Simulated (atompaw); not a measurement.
**What the settings do to the PAW (atompaw) potential of neon (Ne)**

Base potential:

```json
{
  "Element": "Ne (Z = 10)",
  "Generator": "atompaw 4.2.0.5",
  "Type": "PAW",
  "Functional": "PBE",
  "Relativity": "scalar-relativistic",
  "Frozen core": "[He]",
  "Valence charge": "8",
  "Reference configuration": "2s2 2p6",
  "Partial waves": "2s (bound): rc 1.60 bohr; 2s channel at -0.8 Ry: rc 1.60 bohr; 2p (bound): rc 1.60 bohr; 2p channel at 0.05 Ry: rc 1.60 bohr",
  "Local potential": "troulliermartins scheme with l = 2 at 0 Ry, radius 1.20 bohr",
  "Core correction": "smooth core density matched at 1.45 bohr",
  "Augmentation charge": "sinc compensation charge, radius 1.45 bohr; PAW radius 1.60 bohr; waves and projectors: modrrkj vanderbiltortho"
}
```

All-electron outer shells of the reference configuration (PBE, scalar-relativistic, ld1.x):

| shell | level (eV) | outermost node (bohr) | outermost maximum (bohr) |
| --- | --- | --- | --- |
| 1s | -830.80 | – | 0.10 |
| 2s | -36.40 | 0.22 | 0.68 |
| 2p | -13.33 | – | 0.62 |

Cutoffs, loose and tight: the cutoffs (Ry, on a coarse ladder) from which the occupation-weighted sum of valence levels, in a spherical-Bessel basis at the reference potential, stays within 10 and 1 mRy of its value at 400 Ry. They see the waves, projectors and local potential, not the compensation charge or the core. A dash means not determined.

A true bound ghost makes a file unfit for plane-wave use even where its test errors are small: the radial tests pick states by their node count and pass the ghost by.

```tsv
change	outcome	cutoff, loose	cutoff, tight	bound ghosts
base	generated	30 Ry	50 Ry	s
local potential troulliermartins scheme with l = 2 at 0 Ry, radius 0.70 bohr	generated	30 Ry	50 Ry	s
local potential troulliermartins scheme with l = 2 at 0 Ry, radius 0.80 bohr	generated	30 Ry	50 Ry	s
local potential troulliermartins scheme with l = 2 at 0 Ry, radius 0.86 bohr	generated	30 Ry	50 Ry	s
local potential troulliermartins scheme with l = 2 at 0 Ry, radius 0.98 bohr	generated	30 Ry	50 Ry	s
local potential troulliermartins scheme with l = 2 at 0 Ry, radius 1.06 bohr	generated	30 Ry	50 Ry	s
local potential troulliermartins scheme with l = 2 at 0 Ry, radius 1.16 bohr	generated	30 Ry	50 Ry	s
local potential troulliermartins scheme with l = 2 at 0 Ry, radius 1.36 bohr	generated	25 Ry	50 Ry	none
local potential troulliermartins scheme with l = 2 at 0 Ry, radius 1.46 bohr	generated	25 Ry	50 Ry	none
local potential troulliermartins scheme with l = 2 at 0 Ry, radius 1.54 bohr	generated	25 Ry	50 Ry	none
```

(1) What comes out with this change to the base: local potential troulliermartins scheme with l = 2 at 0 Ry, radius 1.26 bohr?

## Answers

(1) outcome: generated; cutoff, loose: 25 Ry; cutoff, tight: 50 Ry; bound ghosts: s.

Reading the sweep of the r_vloc (base included, trends over the rows without a ghost): Bound ghosts are found at 0.7, 0.8, 0.86, 0.98, 1.06, 1.16, 1.2, 1.26 bohr.
